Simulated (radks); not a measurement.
Values are calculated unless marked as measured or tabulated.
Task: The gadolinium ion Gd7+ is in [Kr] 4d10 4f4 5s2 5p5. Code: a radial shooting solver on a logarithmic mesh with Libxc functionals. Model: scalar-relativistic Kohn-Sham, LDA (Slater exchange, Perdew-Wang correlation), spin-polarised, spherical densities, finite nucleus; Fermi nuclear charge, rms radius of each element as measured or else 0.836 A^(1/3) + 0.57 fm. Open shells are filled with parallel spins first. One electron is removed from 5p, 5s, 4d, 4f in turn, with full relaxation. Which removal costs least, and what does each cost?

Result: 5p 123.96 eV; 4f 133.55 eV; 5s 151.56 eV; 4d 272.71 eV. The 5p electron leaves first.
